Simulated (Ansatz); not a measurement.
Task: Name a neutral molecule of Ge, Si and H with size of the dipole moment (PBE/def2-TZVPP) between 0.05 and 0.35 D and HOMO–LUMO gap (PBE0/def2-TZVPP) between 7.20 and 7.50 eV (Ansatz, PBE0-D4/def2-TZVP geometry).

Result: `[SiH3][SiH2][GeH2][SiH2][GeH3]` (0.11 D, 7.45 eV); `[SiH3][SiH2][SiH2][SiH2][GeH3]` (0.14 D, 7.45 eV); `[SiH3][SiH2][GeH2][SiH2][SiH3]` (0.06 D, 7.45 eV); `[SiH3][SiH2][SiH2][SiH2][GeH2][SiH3]` (0.09 D, 7.22 eV); `[GeH3][SiH2][SiH2][SiH2][GeH3]` (0.17 D, 7.47 eV); `[SiH3][GeH2][SiH2][SiH2][GeH3]` (0.13 D, 7.39 eV). Other molecules can fit too; these were computed, each in one conformer that needn't be the lowest.
